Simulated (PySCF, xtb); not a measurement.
C2H11NSi3, SMILES [SiH3]N1C[SiH2][C@H]1[SiH3].

Geometry optimised at PBE-D3(BJ)/def2-SVP. The structure was generated by enumeration; whether it is a known compound was not checked.

The numbers are results of PySCF with C-PCM-ωB97X/def2-SVP, not measurements.

The values are the electrostatic part of the solvation free energy, E(continuum) − E(gas) at the gas-phase geometry, in a cavity of scaled van der Waals radii (PySCF's table); cavitation and dispersion terms are not included. In vacuum the orbital gap is 10.78 eV. The dipole moment in vacuum is 1.38 D.

Question: Estimate the values in water (ε = 78.36), 2-propanol (ε = 19.26), n-hexane (ε = 1.88). (Estimate from the structure and the level; the computed values follow.)

Answer: 
```json
[
 {"solvent": "water", "ε": "78.36", "ΔG(elec) (kcal/mol)": "-1.1", "dipole (D)": "1.86", "gap (eV)": "10.89"},
 {"solvent": "2-propanol", "ε": "19.26", "ΔG(elec) (kcal/mol)": "-1.1", "dipole (D)": "1.84", "gap (eV)": "10.88"},
 {"solvent": "n-hexane", "ε": "1.88", "ΔG(elec) (kcal/mol)": "-0.5", "dipole (D)": "1.58", "gap (eV)": "10.83"}
]
```

For comparison, GFN2-xTB/ALPB(water) (xtb, at the GFN2-xTB geometry, all terms of that model) gives 0.2 kcal/mol.
